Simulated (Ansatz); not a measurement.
Relaxation of a periodic cell of 32 atoms, LiH₂₀ClO₁₀ (contents 10 H2O + 1 Li + 1 Cl, density as packed 1.07 g/cm³ with natural masses), to a largest force component of 0.3 eV/Å in at most 15 steps.

The calculation used Ansatz, DFT LDA, scalar-relativistic, plane waves, PAW. Settings: cutoff 420 eV, k mesh 1x1x1, fermi-dirac smearing 0.05 eV, no spin polarisation.

```xyz
32
Lattice="7.0068 0.0000 0.0000 0.0000 7.0068 0.0000 0.0000 0.0000 7.0068" Properties=species:S:1:pos:R:3
O 2.723 0.853 0.427
H 2.998 0.124 1.002
H 1.830 0.605 0.145
O 5.619 3.513 6.157
H 5.881 4.181 6.807
H 5.760 3.949 5.303
O 3.290 4.731 0.708
H 4.257 4.763 0.744
H 3.015 4.910 1.619
O 5.373 4.086 3.105
H 5.980 4.160 2.354
H 5.621 4.824 3.681
O 1.019 3.344 3.247
H 1.944 3.578 3.411
H 0.829 3.733 2.380
O 1.638 0.052 3.160
H 1.348 0.830 2.661
H 2.089 -0.495 2.500
O 6.162 0.202 5.056
H 7.044 0.601 5.023
H 6.004 -0.092 4.146
O 3.847 6.297 5.569
H 3.835 7.213 5.254
H 3.850 5.771 4.756
O 6.653 7.319 1.187
H 6.667 6.850 0.339
H 6.069 6.782 1.742
O 2.667 3.238 5.859
H 2.641 3.909 5.160
H 3.018 2.452 5.416
Li 4.044 1.721 2.544
Cl 1.057 5.954 5.693
```

**Question.** Where does it end, and by what steps?

**Answer.** The run ended unconverged. Limits of this set-up: coarse k mesh. After 14 steps the energy has fallen by 11.164 eV; H9 moved furthest, 1.45 Å. Joined: O1–Li31, O16–Li31, O25–Li31.

```csv
step,energy less start (eV),largest force component (eV/Å),accepted
0,0.0000,2.170,yes
1,-1.7048,1.749,yes
2,-2.7089,2.157,yes
3,-3.9733,1.989,yes
4,-5.2507,2.331,yes
5,-6.4244,3.039,yes
6,-7.4563,1.861,yes
7,-8.1374,1.725,yes
8,-8.7100,1.476,yes
9,-9.2304,1.199,yes
10,-9.7070,1.362,yes
11,-10.1671,1.087,yes
12,-10.5572,0.759,yes
13,-10.9072,0.577,yes
14,-11.1635,0.341,yes
```

```xyz
32
Lattice="7.0068 0.0000 0.0000 0.0000 7.0068 0.0000 0.0000 0.0000 7.0068" Properties=species:S:1:pos:R:3
O 3.261 -0.148 0.037
H 3.450 -1.074 0.467
H 2.292 -0.191 -0.185
O 5.081 3.545 6.062
H 5.818 4.211 6.071
H 5.495 2.663 5.745
O 3.712 4.566 1.126
H 4.169 4.055 0.394
H 4.413 4.607 1.844
O 5.663 4.773 2.995
H 6.474 4.189 3.115
H 5.265 5.051 3.861
O 1.057 3.263 2.999
H 1.585 3.456 3.850
H 1.563 3.702 2.284
O 2.412 0.708 2.732
H 1.865 1.522 2.930
H 1.784 0.080 2.313
O 6.073 1.350 5.079
H 6.708 0.730 5.510
H 5.365 0.716 4.762
O 4.197 6.496 4.587
H 3.872 6.613 5.550
H 3.444 6.812 4.025
O 5.684 7.022 1.645
H 6.216 6.789 0.841
H 5.783 6.206 2.231
O 2.365 3.600 5.231
H 1.911 4.334 5.718
H 3.339 3.711 5.371
Li 4.003 0.780 1.522
Cl 0.458 5.823 6.443
```

The run took 30 s on 1 thread of Arm Neoverse V2, on a shared host, peak memory 0.36 GiB.
